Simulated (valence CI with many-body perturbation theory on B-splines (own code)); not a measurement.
Results of a calculation; reference values are marked as such.
Ladder of approximations for Cu XXIV

Method: configuration interaction combined with many-body perturbation theory (CI+MBPT): four valence electrons over a frozen Dirac-Fock core [He], a basis of 11 s, 11 p, 9 d, 7 f, 5 g, 2 h, 1 i functions for each j, with the one-electron correlation potential Σ1 (screened to all orders), the two-electron term Σ2, the three-electron term Σ3, Breit, model QED; selected single and double excitations, second order for the rest (own B-spline code, finite nucleus).

No measured spectrum was set against this ion. As an estimate, levels of excited configurations hold to 0.05 to 0.15 % of their energy, terms of the ground configuration to about 0.5 %. Among the levels kept, up to 280 cm⁻¹ of a level comes from second order outside the variational space, and about a tenth of that is noise between levels of different J, which matters for small intervals.

Each rung adds one term. CI alone is the Dirac-Coulomb CI over the frozen core; QED comes last and gives the full result, which names the levels. Energies are above 2s²2p² ³P_0 on the same rung, in Ry.

Names give the largest LS component (configuration and term), which can be under half, so a name can repeat, a term be missing and a line seem to break the LS rules; names also repeat where a configuration has a term twice. Letters in brackets count levels of one name in rising energy.

```
           Level  CI alone       Σ1       Σ2       Σ3    Breit      QED    Full
     2s²2p² ³P_1     1.240  +0.0015  -0.0018  +0.0005  -0.0413  +0.0038   1.203
     2s²2p² ³P_2     1.789  +0.0017  -0.0006  -0.0004  -0.0776  +0.0042   1.717
     2s²2p² ¹D_2     3.496  +0.0029  +0.0004  -0.0013  -0.1006  +0.0071   3.404
     2s²2p² ¹S_0     4.800  +0.0027  +0.0076  -0.0040  -0.0697  +0.0054   4.742
     2s2p³ ⁵S°_2     5.954  -0.0110  -0.0058  +0.0022  -0.0429  -0.0414   5.855
     2s2p³ ³D°_1     8.813  -0.0112  -0.0085  -0.0029  -0.0141  -0.0428   8.733
     2s2p³ ³D°_2     8.918  -0.0108  -0.0077  -0.0024  -0.0299  -0.0418   8.825
     2s2p³ ³D°_3     9.435  -0.0102  -0.0081  -0.0023  -0.0906  -0.0403   9.283
     2s2p³ ³P°_0    10.547  -0.0101  -0.0047  -0.0037  -0.0264  -0.0404  10.461
     2s2p³ ³P°_1    10.724  -0.0099  -0.0077  -0.0039  -0.0476  -0.0399  10.615
     2s2p³ ³P°_2    11.035  -0.0096  -0.0084  -0.0039  -0.0732  -0.0391  10.901
     2s2p³ ³S°_1    12.308  -0.0107  -0.0292  -0.0088  -0.0362  -0.0422  12.181
     2s2p³ ¹D°_2    12.965  -0.0095  -0.0198  -0.0074  -0.0798  -0.0393  12.809
     2s2p³ ¹P°_1    14.501  -0.0090  -0.0224  -0.0092  -0.0757  -0.0384  14.346
        2p⁴ ³P_2    18.237  -0.0233  -0.0318  -0.0082  -0.0119  -0.0880  18.074
        2p⁴ ³P_0    19.357  -0.0226  -0.0306  -0.0086  -0.0012  -0.0866  19.208
        2p⁴ ³P_1    19.705  -0.0219  -0.0317  -0.0081  -0.0365  -0.0847  19.522
        2p⁴ ¹D_2    20.492  -0.0218  -0.0286  -0.0081  -0.0614  -0.0848  20.287
        2p⁴ ¹S_0    23.145  -0.0201  -0.0270  -0.0093  -0.0525  -0.0806  22.955
   2s²2p3s ³P°_0    90.177  +0.0207  -0.0001  -0.0053  -0.0959  +0.0159  90.112
   2s²2p3s ³P°_1    90.276  +0.0207  -0.0010  -0.0053  -0.0999  +0.0161  90.207
   2s²2p3s ³P°_2    91.953  +0.0222  -0.0003  -0.0053  -0.1513  +0.0196  91.838
    2s²2p3p ³D_1    92.055  +0.0181  -0.0015  -0.0053  -0.0848  +0.0026  91.984
   2s²2p3s ¹P°_1    92.192  +0.0222  -0.0021  -0.0053  -0.1493  +0.0197  92.077
2s²2p3p ³P_1 [a]    92.810  +0.0182  -0.0020  -0.0053  -0.0957  +0.0028  92.728
    2s²2p3p ³D_2    92.874  +0.0185  -0.0019  -0.0053  -0.1044  +0.0037  92.785
    2s²2p3p ³P_0    92.866  +0.0178  -0.0030  -0.0052  -0.0812  +0.0015  92.796
2s²2p3p ³P_1 [b]    94.110  +0.0191  -0.0024  -0.0053  -0.1321  +0.0047  93.993
    2s²2p3p ³P_2    94.337  +0.0192  -0.0028  -0.0053  -0.1389  +0.0050  94.215
    2s²2p3p ³D_3    94.351  +0.0198  -0.0013  -0.0054  -0.1530  +0.0070  94.218
    2s²2p3p ³S_1    94.403  +0.0194  -0.0014  -0.0053  -0.1427  +0.0058  94.279
```

The middle columns are the shifts that each term adds.

(1) How does the ionisation energy move along the ladder, and which term matters most?

## Answers

(1) CI alone 2183.8, + Σ1 2184.1, + Σ2 2184.1, + Σ3 2184.0, + Breit 2182.5, + QED 2182.5 eV. The largest step is Breit, -1.6 eV. NIST lists 2179.4 ± 1.5 eV (semi-empirical).
